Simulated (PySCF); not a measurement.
Vertical excitations of a molecule C2H13NSi3 from PySCF with TDA-CAM-B3LYP/def2-SVPD, as energy in eV (oscillator strength): 5.92 (0.010), 6.74 (0.021), 6.88 (0.050), 7.36 (0.054), 7.59 (0.038), 7.63 (0.013). Lowest triplet (TDA): 5.49 eV. Coordinates come from a B3LYP-D3(BJ)/def2-SVP optimisation. The values are those of a single conformer.

Q: Which structure fits?
A) CC[SiH2][Si@@H](N)[SiH3]
B) C[SiH2]N(C)[SiH2][SiH3]
C) C[Si@H](C[SiH3])[SiH2]N
D) N[SiH2]C[SiH2]C[SiH3]

A: C, C[Si@H](C[SiH3])[SiH2]N
